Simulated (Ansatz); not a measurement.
Total energies of the cluster Rb2F2⁺ (the lowest doublet isomer of a short search) from Ansatz at PBE0-D4/def2-TZVP, gas phase (1 Eh = 27.2114 eV = 2625.5 kJ/mol). The reference geometry is relaxed at PBE0-D4/def2-TZVP.

```xyz
4

Rb   -1.3986   -1.3522    1.5422
Rb    1.3996    1.3530   -1.5405
F    -0.5980    0.7612    0.1252
F     0.5969   -0.7620   -0.1268
```

| state | geometry | energy (Eh) |
| --- | --- | --- |
| charge 1 doublet | reference | -247.65610 |
| charge 0 singlet | reference | -247.83376 |
| charge 1 quartet | relaxed at PBE0-D4/def2-TZVP | -247.40029 |

In the def2 sets Rb takes a core potential; there is no spin–orbit coupling.

(1) Work out the vertical electron affinity, to the singlet.

(2) Which of the charge 1 states is lowest, and how far above it are the others?

(1) E(charge 1 doublet) − E(charge 0 singlet) = -247.65610 − (-247.83376) = 0.17766 Eh = 4.83 eV.

(2) The doublet. quartet: -247.40029 − (-247.65610) = 0.25581 Eh = 671.6 kJ/mol. The quartet has fallen apart, so its energy is that of loose fragments and no spin gap. The quartet differs in its bonds from the reference.

The structure comes from a short search, and lower isomers may exist.
